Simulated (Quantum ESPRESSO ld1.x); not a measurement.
Values are calculated unless marked as measured or tabulated.
All-electron atom: Li+ in [He] (the NIST ground configuration).

Code: ld1.x of Quantum ESPRESSO 7.5. Model: scalar-relativistic Kohn-Sham, PW91, spin-unpolarised, spherical densities, point nucleus.

Energy parts (hartree):
part                    energy
total                  -7.2685
kinetic                 7.2274
electron-nucleus      -16.1037
Hartree                 3.2812
exchange-correlation   -1.6734

Orbitals (lengths in bohr, moments of r in powers of bohr; <r^-3> diverges for s and p1/2):
orbital,occ.,eigenvalue (hartree),<r>,<r^2>,<r^-3>,<r^4>
1s,2,-2.22710,0.5786,0.4595,-,0.5801

The highest occupied level is 1s at -60.603 eV. The density falls to 0.001 e/bohr^3 at r = 1.86 bohr.
